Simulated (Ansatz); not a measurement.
C5H5N, charge +1, doublet (typed; the unrestricted solution is spin-contaminated), at a GFN2-xTB geometry (a state made from the parent by changing its charge; the spin is typed, not shown lowest); HF/pcseg-2 (Ansatz, an electronic-structure program).

Ansatz was given this input:
Ansatz 0.2 input:
```yaml
crystal:
  periodic: [false, false, false]
  atoms:
    - {symbol: C, position_ang: [-0.44127259, 1.25885417, 0.04128929]}
    - {symbol: C, position_ang: [-1.34713651, 0.23476813, -0.15761661]}
    - {symbol: C, position_ang: [-0.83943962, -1.07087653, -0.19390255]}
    - {symbol: N, position_ang: [0.43131344, -1.23044291, -0.04035742]}
    - {symbol: C, position_ang: [1.32782964, -0.32239336, 0.14820455]}
    - {symbol: C, position_ang: [0.90937434, 1.01407157, 0.19857743]}
    - {symbol: H, position_ang: [-0.80051802, 2.28370282, 0.07490340]}
    - {symbol: H, position_ang: [-2.40856432, 0.39067044, -0.28409065]}
    - {symbol: H, position_ang: [-1.47743455, -1.93292137, -0.34505876]}
    - {symbol: H, position_ang: [2.36712568, -0.60517282, 0.26181154]}
    - {symbol: H, position_ang: [1.64406551, 1.79027743, 0.35562378]}
basis:
  gaussian:
    orbitals: pcseg-2
hamiltonian:
  xc: hf
total_charge: 1
magnetization: {spin_polarized: true, initial_magnetization: 1}
```

What the program printed (banner, timings and long lists left out):

```
Functional definition: HF
1664 factors; their error is unknown
mean field evaluation 1: about -6700.3130 eV, gradient 3.1e1 eV
mean field evaluation 2: about -6705.0974 eV, gradient 1.4e1 eV
mean field evaluation 4: about -6706.5249 eV, gradient 2.1e0 eV
mean field evaluation 8: about -6706.6569 eV, gradient 4.7e-1 eV
mean field evaluation 16: about -6706.7640 eV, gradient 5.0e-2 eV
mean field evaluation 32: about -6706.9498 eV, gradient 4.3e-1 eV
mean field evaluation 64: about -6706.3799 eV, gradient 1.1e0 eV
mean field evaluation 96: about -6706.7070 eV, gradient 4.3e-1 eV
mean field -6706.96329437 eV, -246.4763549250 hartree, gradient 8.5e-5 eV, S^2 1.159529; 2 other end points of the search recorded, 0 dependent functions left out
reference -6706.96329437 eV, -246.4763549250 hartree; 21, 20 occupied and 229, 230 virtual orbitals, 1664 factors
Total energy: -6706.96329437 eV, -246.4763549250 hartree
```
